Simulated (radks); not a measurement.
Results of a calculation; reference values are marked as such.
Ionisation of the fluorine ion F5+, [He] 2s2, to F6+, [He] 2s1, under several functionals. Dirac Kohn-Sham, spin-unpolarised, spherical densities, finite nucleus; a radial shooting solver on a logarithmic mesh with Libxc functionals.

| functional | E(F5+) (hartree) | Exc (hartree) | IE (eV) | -e(HOMO) (eV) | <r> HOMO (bohr) | IE error (eV) |
|---|---|---|---|---|---|---|
| exchange-only B88 | -88.01711 | -6.76952 | 156.67 | 143.16 | 0.8047 | -0.5 |
| BP86 | -88.14548 | -6.90178 | 157.70 | 144.28 | 0.8035 | +0.5 |
| RPBE | -88.16835 | -6.92439 | 157.64 | 144.25 | 0.8045 | +0.5 |
| Wu-Cohen GGA | -87.92756 | -6.67427 | 157.36 | 143.96 | 0.8046 | +0.2 |
| HCTH/407 | -88.07180 | -6.82537 | 157.77 | 144.56 | 0.8046 | +0.6 |
| PBE | -88.06536 | -6.81691 | 157.59 | 144.17 | 0.8043 | +0.4 |
| LDA (Slater exchange, VWN5 correlation) | -87.49298 | -6.21959 | 157.00 | 143.58 | 0.8063 | -0.2 |

NIST Atomic Spectra Database: 157.16 eV (measured). Closest: LDA (Slater exchange, VWN5 correlation). The Delta-SCF values span 1.10 eV, the total energies 0.68 hartree. The highest occupied level is 2s1/2. Spin polarisation and multiplet splitting are left out, so open shells lie too high by an amount that depends on their filling.

Beside tabulated values, note that spin-unpolarised runs miss the spin-polarisation part of the exchange energy of open shells.
